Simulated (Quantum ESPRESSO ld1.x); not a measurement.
Question: Species: the bromine ion Br20+. Configuration: [Ne] 3s2 3p3 (the NIST ground configuration). Calculated with ld1.x of Quantum ESPRESSO 7.5: Dirac Kohn-Sham, LDA (Slater exchange, VWN5 correlation), spin-unpolarised, spherical densities, point nucleus; open shells fill j = l - 1/2 first. Some entries of the table are withheld. Estimate them.

| orbital | occ. | eigenvalue (eV) | r(max) (bohr) | <r> (bohr) |
|---|---|---|---|---|
| 1s1/2 | 2 | -14122.3 | 0.02795 | 0.04280 |
| 2s1/2 | 2 | -2538.89 | 0.1588 | 0.1875 |
| 2p1/2 | 2 | (1) | 0.1247 | 0.1610 |
| 2p3/2 | 4 | (2) | 0.1278 | 0.1647 |
| 3s1/2 | 2 | -902.246 | 0.4450 | 0.4760 |
| 3p1/2 | 2 | -846.707 | 0.4271 | 0.4615 |
| 3p3/2 | 1 | -836.152 | 0.4332 | 0.4676 |
| 3d3/2 | 0 | -751.624 | (3) | 0.4198 |
| 3d5/2 | 0 | -749.432 | (4) | 0.4216 |
| 4s1/2 | 0 | -451.255 | 0.9166 | 0.9184 |
| 4p1/2 | 0 | -428.950 | 0.9171 | 0.9186 |
| 4p3/2 | 0 | -425.137 | 0.9263 | 0.9270 |

Answer: 
(1) 2p1/2 eigenvalue (eV): -2374.80
(2) 2p3/2 eigenvalue (eV): -2326.47
(3) 3d3/2 r(max) (bohr): 0.3520
(4) 3d5/2 r(max) (bohr): 0.3536
